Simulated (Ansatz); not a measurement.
`[SiH3][N]([SiH3])[Cd][Cl]`, one more setting.

```yaml
crystal:
  periodic: [false, false, false]
  atoms:
    - {symbol: Si, position_ang: [-1.155250, -0.069918, 1.188126]}
    - {symbol: N, position_ang: [-0.039171, 0.052096, -0.117574]}
    - {symbol: Si, position_ang: [1.595685, -0.484579, -0.049762]}
    - {symbol: Cd, position_ang: [-0.688208, 0.876255, -1.835984]}
    - {symbol: Cl, position_ang: [-1.417765, 1.803079, -3.767713]}
    - {symbol: H, position_ang: [-0.698041, 0.685611, 2.388483]}
    - {symbol: H, position_ang: [-2.462873, 0.498181, 0.748437]}
    - {symbol: H, position_ang: [-1.377143, -1.483254, 1.605175]}
    - {symbol: H, position_ang: [2.239408, -0.210590, -1.367521]}
    - {symbol: H, position_ang: [1.694587, -1.946278, 0.222885]}
    - {symbol: H, position_ang: [2.374172, 0.222495, 1.006047]}
basis:
  gaussian: {orbitals: def2-TZVPP, fitting: {mean_field: cc-pVTZ-jkfit}, point_charges: [{charge: -1.00, position_ang: [6.595, 0.649, 0.824]}]}
magnetization: {spin_polarized: true, initial_magnetization: 2}
hamiltonian: {xc: {name: B2GP-PLYP}}
```

```sh
$ ansatz run in.yaml --threads 4 --pin off --events-out ev --progress --plain --max-ram 11315MiB
```

It prints (some lines left out):

```
Functional definition: B2GP-PLYP
Error: <dir> the basis set cc-pVTZ-JKFIT has no functions for Cd
```
